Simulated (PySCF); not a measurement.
C4H5, multiplicity 2. Atoms are numbered in the order given.

```xyz
9

C     -0.2298     1.9815     0.0000
C      0.1520     0.8103     0.0000
C      0.5660    -0.5030     0.0000
C     -0.3666    -1.6745     0.0000
H     -0.5572     3.0035     0.0000
H      1.6445    -0.7012     0.0000
H     -0.1990    -2.3163    -0.8845
H     -0.1990    -2.3163     0.8845
H     -1.4185    -1.3557     0.0000
```
Charge 0, spin multiplicity 2.

Geometry: B3LYP-D3(BJ)/def2-SVP.

The numbers are results of PySCF with TDA-M06-2X/def2-SVPD, not measurements.

Vertical excitations. Isolated molecule, no solvent.

List the lowest excited states. (An estimate is asked for; the answer gives what the named calculation found.)


| state | energy (eV) | λ (nm) | f | main pairs |
|---|---|---|---|---|
| root 1 | 3.38 | 367 | 0.000 | β HOMO→LUMO 97 % |
| root 2 | 4.25 | 292 | 0.029 | α HOMO→LUMO+5 12 %, β HOMO−1→LUMO 81 % |
| root 3 | 4.35 | 285 | 0.000 | α HOMO→LUMO 37 %, α HOMO→LUMO+1 26 %, α HOMO→LUMO+2 16 %, α HOMO→LUMO+3 13 % |
| root 4 | 5.38 | 231 | 0.001 | α HOMO→LUMO 55 %, α HOMO→LUMO+1 26 %, α HOMO→LUMO+3 16 % |
| root 5 | 5.79 | 214 | 0.003 | α HOMO−1→LUMO+1 10 %, α HOMO−1→LUMO 9 %, α HOMO−1→LUMO+3 8 %, α HOMO−1→LUMO+2 7 %, β HOMO→LUMO+4 18 %, β HOMO→LUMO+2 14 %, β HOMO→LUMO+3 10 %, β HOMO→LUMO+1 9 % |
| root 6 | 6.27 | 198 | 0.007 | α HOMO→LUMO+3 49 %, α HOMO→LUMO+1 42 % |
| root 7 | 6.36 | 195 | 0.006 | α HOMO→LUMO+2 77 % |
| root 8 | 6.37 | 195 | 0.110 | α HOMO→LUMO+5 67 %, β HOMO−1→LUMO 5 % |
| root 9 | 6.73 | 184 | 0.001 | β HOMO−2→LUMO 69 % |
| root 10 | 6.86 | 181 | 0.000 | α HOMO→LUMO+4 77 % |
Unrestricted roots are not spin-pure.
